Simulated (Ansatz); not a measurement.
Geometry optimisation of `[CH3][GaH][GeH2][C]#N`.

```yaml
crystal:
  periodic: [false, false, false]
  atoms:
    - {symbol: C, position_ang: [-1.836781, -0.070333, 0.764433]}
    - {symbol: Ga, position_ang: [0.004483, -0.683857, 1.109938]}
    - {symbol: Ge, position_ang: [1.754098, -0.058848, -0.521454]}
    - {symbol: C, position_ang: [0.836923, 0.953504, -1.905933]}
    - {symbol: N, position_ang: [0.172303, 1.544370, -2.673719]}
    - {symbol: H, position_ang: [-1.925340, 0.441067, -0.213219]}
    - {symbol: H, position_ang: [-2.141116, 0.632884, 1.568889]}
    - {symbol: H, position_ang: [-2.538922, -0.929217, 0.801228]}
    - {symbol: H, position_ang: [0.421354, -1.549129, 2.370489]}
    - {symbol: H, position_ang: [2.871068, 0.889036, -0.003728]}
    - {symbol: H, position_ang: [2.447430, -1.226478, -1.276324]}
basis:
  gaussian: {orbitals: def2-TZVP}
hamiltonian: {xc: pbe0, dispersion: d4}
relax: {f_tol: 0.005, max_steps: 150}
```

```sh
$ ansatz run in.yaml --threads 2 --pin off --events-out ev --progress --plain --max-ram 22528MiB --backend cuda --devices 0, --max-vram 18GiB
```

It prints (some lines left out):

```
Functional definition: PBE0
mean field -112540.52495420 eV, -4135.7880093591 hartree, gradient 4.4e-5 eV, S^2 0.000000; 0 other end points of the search recorded, 0 dependent functions left out
relax step   1: F+E_penalty+E_count = -112540.73903485 eV  Δ(F+E_penalty+E_count) = +0.000e0 eV  max|allowed force component| = 1.636e0 eV/Å  Δτ_max = 0.0000 Å  (30 SCF iters, accepted)
mean field -112540.57406323 eV, -4135.7898140829 hartree, gradient 1.7e-5 eV, S^2 0.000000; 0 other end points of the search recorded, 0 dependent functions left out
relax step   2: F+E_penalty+E_count = -112540.78905378 eV  Δ(F+E_penalty+E_count) = -5.002e-2 eV  max|allowed force component| = 1.314e-1 eV/Å  Δτ_max = 0.0321 Å  (33 SCF iters, accepted)
mean field -112540.57595945 eV, -4135.7898837675 hartree, gradient 2.1e-5 eV, S^2 0.000000; 0 other end points of the search recorded, 0 dependent functions left out
relax step   3: F+E_penalty+E_count = -112540.79074955 eV  Δ(F+E_penalty+E_count) = -1.696e-3 eV  max|allowed force component| = 4.619e-2 eV/Å  Δτ_max = 0.0157 Å  (33 SCF iters, accepted)
mean field -112540.57637848 eV, -4135.7898991665 hartree, gradient 2.1e-5 eV, S^2 0.000000; 0 other end points of the search recorded, 0 dependent functions left out
relax step   4: F+E_penalty+E_count = -112540.79097203 eV  Δ(F+E_penalty+E_count) = -2.225e-4 eV  max|allowed force component| = 1.807e-2 eV/Å  Δτ_max = 0.0117 Å  (34 SCF iters, accepted)
mean field -112540.57716304 eV, -4135.7899279987 hartree, gradient 2.0e-5 eV, S^2 0.000000; 0 other end points of the search recorded, 0 dependent functions left out
relax step   5: F+E_penalty+E_count = -112540.79117570 eV  Δ(F+E_penalty+E_count) = -2.037e-4 eV  max|allowed force component| = 4.690e-2 eV/Å  Δτ_max = 0.0311 Å  (33 SCF iters, accepted)
mean field -112540.57757858 eV, -4135.7899432694 hartree, gradient 2.1e-5 eV, S^2 0.000000; 0 other end points of the search recorded, 0 dependent functions left out
relax step   6: F+E_penalty+E_count = -112540.79131068 eV  Δ(F+E_penalty+E_count) = -1.350e-4 eV  max|allowed force component| = 4.031e-3 eV/Å  Δτ_max = 0.0149 Å  (33 SCF iters, accepted)
mean field -112540.57786090 eV, -4135.7899536446 hartree, gradient 2.1e-5 eV, S^2 0.000000; 0 other end points of the search recorded, 0 dependent functions left out
relax step   7: F+E_penalty+E_count = -112540.79132781 eV  Δ(F+E_penalty+E_count) = -1.713e-5 eV  max|allowed force component| = 1.623e-3 eV/Å  Δτ_max = 0.0137 Å  (34 SCF iters, accepted)
mean field -112540.57786090 eV, -4135.7899536446 hartree, gradient 3.2e-5 eV, S^2 0.000000; 1 other end points of the search recorded, 0 dependent functions left out
Total energy: -112540.79136327 eV, -4135.7977997118 hartree
Atom 0 at    -1.848110    -0.079449     0.787025 Å, force     0.000422     0.001503    -0.001623 eV/Å
Atom 1 at    -0.007842    -0.674312     1.094400 Å, force    -0.000809    -0.000970     0.001556 eV/Å
Atom 2 at     1.735456    -0.051335    -0.528313 Å, force     0.000246     0.000317    -0.000910 eV/Å
Atom 3 at     0.866611     0.960648    -1.929913 Å, force    -0.000896     0.000628    -0.000832 eV/Å
Atom 4 at     0.264293     1.550300    -2.716215 Å, force     0.001060    -0.001029     0.001450 eV/Å
Atom 5 at    -1.959151     0.427442    -0.171293 Å, force    -0.001510     0.000211     0.000198 eV/Å
Atom 6 at    -2.144507     0.607095     1.585576 Å, force     0.000606    -0.000377    -0.000084 eV/Å
Atom 7 at    -2.530511    -0.932317     0.826723 Å, force     0.001048    -0.000256    -0.000117 eV/Å
Atom 8 at     0.435182    -1.530681     2.335189 Å, force     0.000814     0.000049    -0.000317 eV/Å
Atom 9 at     2.836446     0.884228    -0.001654 Å, force    -0.000461     0.000183     0.000360 eV/Å
Atom 10 at     2.417633    -1.218619    -1.260924 Å, force    -0.000521    -0.000259     0.000318 eV/Å
Dipole moment:     0.049162    -0.457133     0.755909 e Å
```

It took 16 s on 2 threads of an AMD EPYC 7R13 on a shared host and a share of an NVIDIA H100 80 GB, with 0.91 GiB of host memory at the peak.
